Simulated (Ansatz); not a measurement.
`N[SiH2][SiH2]Cl` → Cl• + 6 H• + N• + 2 Si•  (atomization)

Computed with Ansatz on PBE0-D4/def2-TZVP structures; ΔE is electronic, products minus reactants. CCSD(T)/CBS is the MP2 limit (def2-TZVPP, def2-QZVPP) plus CCSD(T) − MP2 in def2-TZVPP, frozen cores. This one scheme is used for every species, atoms too. Functionals use def2-TZVPP. Open shells (•) are unrestricted, without spin–orbit coupling. Spin–orbit coupling would lower the free atoms: a little for Cl, Si. One conformer a species, not always the lowest.

`N[SiH2][SiH2]Cl`:

```xyz
10

N    -0.602    0.463    1.564
Si   -0.911    0.292   -0.118
Si    1.134   -0.324   -1.078
Cl    1.929   -1.806    0.139
H    -0.066   -0.249    2.036
H    -1.295    0.863    2.175
H    -1.379    1.599   -0.655
H    -1.934   -0.728   -0.505
H     2.122    0.784   -1.115
H     1.002   -0.895   -2.443
```

CCSD(T)/CBS gives +3116.0 kJ/mol.

(1) Another level gave +3107.3 kJ/mol. Which?
A. CCSD/def2-TZVPP
B. CAM-B3LYP-D4/def2-TZVPP
C. PBE-QIDH/def2-TZVPP
D. PBE-D4/def2-TZVPP

Largest T1 diagnostic among the species: 0.012.

Results:

(1) D. PBE-D4 3107.3, CCSD/def2-TZVPP 2978.2, PBE-QIDH 3065.7, CAM-B3LYP-D4 3117.1 kJ/mol.

The D4 term adds +38.4 kJ/mol with B3LYP and +20.2 kJ/mol with PBE0; it sums over pairs of atoms, weighted by their polarisabilities, and B3LYP, whose exchange is more repulsive, gets the larger term. At CCSD(T), def2-SVP lies −269.7 kJ/mol from the extrapolated value and def2-TZVPP −101.0 kJ/mol: correlation converges slowly with the basis, and small sets miss more of it in the bonded molecule than in its fragments.

B3LYP here is the variant with VWN-RPA as its local correlation; programs differ in this.

For atomizations the MP2-based limit and the directly extrapolated one differ by several kJ/mol either way, and by 10 to 25 for some Ge, Se and Sn compounds, so smaller differences from it don't rank the levels.
